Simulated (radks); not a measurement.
All-electron atom: Pr II in [Xe] 4f2 6s1 6p1 (not the ground configuration).

All-electron calculation, non-relativistic Kohn-Sham, r2SCAN, spin-polarised, spherical densities, point nucleus; open shells are filled with parallel spins first (spin-orbit coupling, left out, can overturn this in heavy ions); meta-GGA in the generalised Kohn-Sham scheme; relativity is left out, which matters for an element this heavy. Program: a radial shooting solver on a logarithmic mesh with Libxc functionals.

Energy parts (hartree):
| part | energy |
|---|---|
| total | -8923.6858 |
| kinetic | 8920.8473 |
| electron-nucleus | -21109.0330 |
| Hartree | 3472.8523 |
| exchange-correlation | -208.3524 |

Orbitals (lengths in bohr, moments of r in powers of bohr):
orbital,occ.,eigenvalue (hartree),<r^2>
1s up,1,-1461.585,0.0008858
1s down,1,-1461.584,0.0008858
2s up,1,-229.2818,0.01422
2s down,1,-229.2818,0.01422
2p up,3,-216.9608,0.01062
2p down,3,-216.9604,0.01062
3s up,1,-50.12003,0.09386
3s down,1,-50.08687,0.09379
3p up,3,-44.76107,0.08875
3p down,3,-44.72999,0.08867
3d up,5,-34.81222,0.07249
3d down,5,-34.78878,0.07240
4s up,1,-10.49263,0.4793
4s down,1,-10.41242,0.4791
4p up,3,-8.45504,0.5118
4p down,3,-8.37367,0.5116
4d up,5,-4.88170,0.6022
4d down,5,-4.79836,0.6025
4f up,2,-0.72582,1.193
4f down,0,-0.64599,1.229
5s up,1,-1.80664,2.664
5s down,1,-1.76595,2.728
5p up,3,-1.23932,3.320
5p down,3,-1.20689,3.366
6s up,1,-0.37791,17.36
6p up,1,-0.26407,22.99

The highest occupied level is 6p up at -7.186 eV. The configuration is held as typed, so some empty levels lie below it. Summed over all electrons, <r^2> = 79.77 bohr^2, which gives a Langevin (diamagnetic) susceptibility term of -63.2 x 10^-6 cm^3/mol. The electron density at the nucleus is 1.457e+05 e/bohr^3. The density falls to 0.001 e/bohr^3 at r = 5.33 bohr. The spin density at the nucleus is 8.269 e/bohr^3 (1s 0.021, 2s -0.008, 3s -1.284, 4s 0.089, 5s 2.184, 6s 7.268). Virial ratio -V/T = 2.00032.
